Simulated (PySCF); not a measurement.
# Dipole moment and polarisability across levels of theory

Species: CH8GeO2Si.
SMILES: `CO[SiH2][O][GeH3]`

PySCF, dipoles from the SCF density, polarisabilities from static response with core orbitals frozen. The structure is a single PBE0-D3(BJ)/def2-SVP conformer in the gas phase; no vibrational or solvent corrections. The LDA/def2-SVPD calculation is non-relativistic and has no spin–orbit coupling, an omission that weighs most on germanium.

The anisotropy is √(½[(α1 − α2)² + (α2 − α3)² + (α3 − α1)²]).

| level | μ (D) | α (Å³) | anisotropy (Å³) |
| --- | --- | --- | --- |
| LDA/def2-SVPD | 1.299 | 12.09 | 2.57 |
| PBE/def2-SVPD | 1.238 | 11.84 | 2.53 |
| B3LYP/def2-SVPD | 1.286 | 11.36 | 2.20 |
| PBE0/def2-SVPD | 1.274 | 11.25 | 2.20 |
| BHandHLYP/def2-SVPD | 1.328 | 10.80 | 1.91 |
| CAM-B3LYP/def2-SVPD | 1.330 | 11.17 | 2.06 |
| wB97X-D/def2-SVPD | 1.308 | 11.15 | 2.07 |
| LC-wPBE/def2-SVPD | 1.344 | 10.92 | 2.01 |
| HF/def2-SVPD | 1.373 | 10.19 | 1.58 |
| PBE0/6-31G* | 1.378 | 9.02 | 1.97 |
| PBE0/def2-SVP | 1.411 | 9.63 | 1.85 |
| PBE0/aug-cc-pVDZ | 1.204 | 11.50 | 2.28 |
| PBE0/def2-TZVP | 1.262 | 10.76 | 2.03 |
| PBE0/def2-TZVPD | 1.238 | 11.40 | 2.24 |

The dipole runs from 1.20 D (PBE0/aug-cc-pVDZ) to 1.41 D (PBE0/def2-SVP). No reference polarisability is at hand; against PBE0 in the largest diffuse basis at hand (def2-TZVPD) the other PBE0 rows deviate by 6-31G* -21%, def2-SVP -15%, def2-SVPD -1%, aug-cc-pVDZ +1%, def2-TZVP -6%. In one basis (def2-SVPD) the functionals order the polarisability from HF (lowest) to LDA (highest), a spread of 19%. With PBE0 the polarisability is 9.81 Å³ without diffuse functions (mean of 6-31G*, def2-SVP and def2-TZVP) and 11.38 Å³ with them (mean of def2-SVPD, aug-cc-pVDZ and def2-TZVPD).

Without π bonds the low states are Rydberg-like; a valence basis with one diffuse set may place them up to an eV too high.
